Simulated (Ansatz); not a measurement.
C2H5BO (`BCC=O`) from Hartree–Fock to CCSD(T)

Cartesian coordinates in Å:
```
B 0.9461 0.9000 0.0650
C -0.2410 -0.0065 0.5007
C -0.6648 -1.0000 -0.5302
O -0.6762 -2.1880 -0.3646
H 1.6378 1.4220 0.8868
H 1.1339 1.1299 -1.0944
H -1.0361 0.7644 0.5600
H -0.1479 -0.4627 1.4872
H -0.9518 -0.5591 -1.5105
```

The species carries charge 0 and has multiplicity 1. All single points use the PBE0-D4/def2-TZVP geometry. It is one conformer, not always the lowest. Frozen core, restricted reference, Ansatz 0.2.0. CBS rows extrapolate triple and quadruple zeta; past MP2 they add the triple-zeta difference.

```csv
basis,HF (Eh),MP2 corr.,CCSD corr.,(T),CCSD(T) total
def2-SVP,-178.02915,-0.53136,-0.57094,-0.01751,-178.61760
def2-TZVPP,-178.23651,-0.65684,-0.68834,-0.02795,-178.95280
def2-QZVPP,-178.24495,-0.70266,–,–,–
CBS(def2),-178.24611,-0.73659,-0.76809,as TZ,-179.04215
```
